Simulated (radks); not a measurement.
Question: The chlorine ion Cl2+, [Ne] 3s2 3p3. All-electron calculation, non-relativistic Kohn-Sham, r2SCAN, spin-polarised, spherical densities, point nucleus; meta-GGA in the generalised Kohn-Sham scheme. Program: a radial shooting solver on a logarithmic mesh with Libxc functionals. Every spin shell is full or empty, so the densities are truly spherical. Functionals are evaluated on that one density, not self-consistently. Rank these exchange functionals by their error against the exact value of the orbitals, and give that value: LDA, PBE, RPBE, PW91, PW86, OPTX, WC, B86b, G96, EV93, APBE, TPSS, revTPSS, SCAN, Tao-Mo.

Answer: Exact: -26.9150 hartree. From best to worst, with 100 (|E| - |E exact|)/|E exact| (equal figures are ties): RPBE -0.03, B86b +0.03, G96 +0.05, OPTX +0.05, TPSS +0.17, PW91 -0.17, Tao-Mo -0.19, SCAN +0.26, PW86 +0.43, revTPSS -0.51, APBE +0.54, PBE -0.59, EV93 +1.15, WC -1.62, LDA -7.91.
